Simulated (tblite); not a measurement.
C₃H₁₂GeSi₃.
SMILES with atom numbers: `[CH:1]#[C:2][CH2:3][SiH2:4][Si@@H:5]([SiH3:6])[GeH3:7]` (hydrogens: H8 on C1; H9, H10 on C3; H11, H12 on Si4; H13 on Si5; H14, H15, H16 on Si6; H17, H18, H19 on Ge7)

Computed with GFN2-xTB (tblite), gas phase: L-BFGS steps from a force-field or distance-geometry start until the largest atomic force falls under 0.01 eV/Å.

Step 30: E = -531.9424 eV
```
atom  x, y, z in Å  |  force x, y, z in eV/Å
C1      2.1754   -1.9870   -0.5188    0.002   0.038  -0.018
C2      1.9521   -0.8609   -0.8648    0.028   0.017  -0.036
C3      1.6941    0.5102   -1.2290   -0.009  -0.029   0.012
Si4     1.1852    1.5342    0.3141    0.044   0.009  -0.038
Si5    -0.9146    0.7418    0.9253   -0.009  -0.071   0.019
Si6    -2.4823    0.7925   -0.7982    0.000   0.003   0.017
Ge7    -0.7766   -1.4447    1.7996   -0.019   0.070  -0.044
H8      2.3973   -2.9819   -0.2639   -0.041   0.062   0.000
H9      2.5846    0.9312   -1.7033   -0.036  -0.049   0.051
H10     0.8850    0.5424   -1.9653    0.056  -0.021  -0.006
H11     1.1737    2.9391   -0.1228   -0.007   0.009  -0.004
H12     2.2781    1.4195    1.2894   -0.005  -0.009   0.008
H13    -1.3990    1.5731    2.0450   -0.017   0.008   0.034
H14    -3.8366    0.3913   -0.4135   -0.002  -0.020   0.008
H15    -2.0666   -0.0959   -1.8881   -0.014  -0.004  -0.014
H16    -2.5923    2.1395   -1.3617    0.007   0.024  -0.028
H17     0.3332   -1.7014    2.7729    0.059  -0.015   0.030
H18    -1.9881   -1.8925    2.5713   -0.028  -0.009   0.021
H19    -0.6121   -2.5411    0.7927   -0.008  -0.012  -0.013
```

Step 31: E = -531.9434 eV
```
atom  x, y, z in Å  |  force x, y, z in eV/Å
C1      2.1709   -1.9837   -0.5158    0.008   0.009  -0.011
C2      1.9533   -0.8582   -0.8660    0.019   0.026  -0.028
C3      1.6991    0.5130   -1.2288   -0.009  -0.018   0.007
Si4     1.1883    1.5358    0.3129    0.020   0.008  -0.006
Si5    -0.9123    0.7347    0.9190    0.013  -0.012   0.036
Si6    -2.4831    0.7902   -0.7992   -0.009   0.007  -0.003
Ge7    -0.7753   -1.4479    1.7954   -0.008   0.029  -0.009
H8      2.3897   -2.9786   -0.2596   -0.037   0.047   0.002
H9      2.5893    0.9309   -1.7035    0.003  -0.026   0.044
H10     0.8921    0.5489   -1.9653    0.019  -0.028  -0.032
H11     1.1730    2.9422   -0.1198   -0.005   0.003  -0.007
H12     2.2793    1.4218    1.2910   -0.008  -0.008   0.003
H13    -1.3976    1.5686    2.0395   -0.007  -0.015   0.010
H14    -3.8362    0.3919   -0.4082   -0.010  -0.021   0.010
H15    -2.0787   -0.0967   -1.8948   -0.009  -0.004  -0.009
H16    -2.5928    2.1387   -1.3599    0.008   0.020  -0.026
H17     0.3362   -1.7027    2.7698    0.043  -0.009   0.015
H18    -1.9869   -1.8840    2.5752   -0.021  -0.008   0.016
H19    -0.6181   -2.5558    0.7990   -0.010   0.000  -0.013
```

Question: Estimate the geometry and energy of step 32. (The exact step hangs on the optimiser's Hessian estimate; all steps are aligned on step 31, rigid shifts and turns removed.)

Answer: E = -531.9438 eV, largest force 0.049 eV/Å
```
atom  x, y, z in Å  |  force x, y, z in eV/Å
C1      2.1699   -1.9822   -0.5154    0.009  -0.004  -0.005
C2      1.9542   -0.8571   -0.8671    0.010   0.023  -0.018
C3      1.7001    0.5134   -1.2285   -0.008   0.000  -0.001
Si4     1.1896    1.5364    0.3122   -0.001   0.006   0.011
Si5    -0.9117    0.7324    0.9181    0.021   0.023   0.030
Si6    -2.4834    0.7898   -0.7994   -0.010   0.010  -0.010
Ge7    -0.7752   -1.4480    1.7941    0.004  -0.006   0.019
H8      2.3870   -2.9766   -0.2585   -0.030   0.023   0.006
H9      2.5902    0.9299   -1.7026    0.027  -0.008   0.034
H10     0.8948    0.5499   -1.9660    0.000  -0.026  -0.042
H11     1.1726    2.9431   -0.1192   -0.004   0.000  -0.008
H12     2.2794    1.4221    1.2916   -0.007  -0.007   0.001
H13    -1.3975    1.5675    2.0387   -0.002  -0.024   0.002
H14    -3.8361    0.3915   -0.4067   -0.009  -0.019   0.009
H15    -2.0820   -0.0969   -1.8966   -0.008  -0.001  -0.005
H16    -2.5926    2.1389   -1.3600    0.008   0.012  -0.021
H17     0.3379   -1.7032    2.7693    0.025  -0.003  -0.001
H18    -1.9870   -1.8820    2.5764   -0.013  -0.005   0.011
H19    -0.6199   -2.5594    0.8004   -0.010   0.008  -0.011
```

The energy changes by -0.0004 eV. The first-order estimate −F·Δx gives -0.0006 eV and the mean of the old and new forces, exact on a quadratic surface, -0.0004 eV. The step makes an angle of 64° with the force vector and moves no atom by more than 0.004 Å.

The cost below is that of the whole relaxation. On one thread, INTEL XEON PLATINUM 8581C at 2.10 GHz (x86_64), no GPU, shared host with 80 logical CPUs at a one-minute load of 37, this took 0.98 s wall.
